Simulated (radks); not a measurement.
Q: Neutral rhenium: order these configurations by energy. All-electron calculation, scalar-relativistic Kohn-Sham, r2SCAN, spin-polarised, spherical densities, finite nucleus; meta-GGA in the generalised Kohn-Sham scheme; Fermi nuclear charge, rms radius of each element as measured or else 0.836 A^(1/3) + 0.57 fm. Program: a radial shooting solver on a logarithmic mesh with Libxc functionals. Open shells are filled with parallel spins first. [Xe] 4f14 5d4 6s2 6p1; [Xe] 4f14 5d5 6s1 6p1; [Xe] 4f14 5d5 6s2; [Xe] 4f14 5d6 6s1.

A: From the lowest, in eV above it: [Xe] 4f14 5d5 6s2 0.000; [Xe] 4f14 5d6 6s1 1.849; [Xe] 4f14 5d5 6s1 6p1 2.400; [Xe] 4f14 5d4 6s2 6p1 6.336.
